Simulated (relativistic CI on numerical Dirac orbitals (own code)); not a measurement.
Mn⁴⁺ in a cubic cluster: 3s photoemission with charge transfer

Computed with a charge-transfer multiplet model of a cubic metal-ligand cluster with up to 2 ligand holes, Slater and spin-orbit integrals from Dirac-Coulomb-Breit ions, Slater integrals scaled by 0.8. The ground state mixes d3 with configurations of k ligand holes L, whose averages lie at kΔ + k(k − 1)U_dd/2; a core hole lowers each added d electron by U_cd. 300 K, Lorentzian 1.4 eV and Gaussian 0.8 eV FWHM.

Atomic integrals in eV (Slater integrals scaled, ζ unscaled), ground: F2dd 9.878, F4dd 6.215, zeta_d 0.050; with the core hole: F2dd 10.619, F4dd 6.712, zeta_d 0.058, G2cd 10.306.

Cluster parameters (eV): U_dd = 6.7, U_cd = 8.2, 10Dq = 1.9, 10Dq(ligand) = 1.5, V(eg) = 1.75, V(t2g) = -0.78, final-state hopping factor = 1.

Weights, n_d and S are thermal averages at 300 K. Binding energies count from the first peak over 30 % of the highest in each spectrum, which can be another peak from case to case. The parameters are a model scan and need not match a compound or its usual spin state. Peaks in eV (height, largest 100): 0.0 (89), 4.6 (86), 11.3 (100), 20.2 (27), 28.0 (6).

Question: Which parameters give this spectrum?
A. Δ = -0.7 eV
B. Δ = 1.3 eV
C. Δ = -3.7 eV

Answer: A. Δ = -0.7 eV; the ground state then has 3.88 d electrons and S = 1.50. The choice follows from running the model for each set and comparing peak positions and heights. Without intra-shell correlation the exchange splitting of the 3s hole comes out too large. The space is cut while the next configuration still counts.
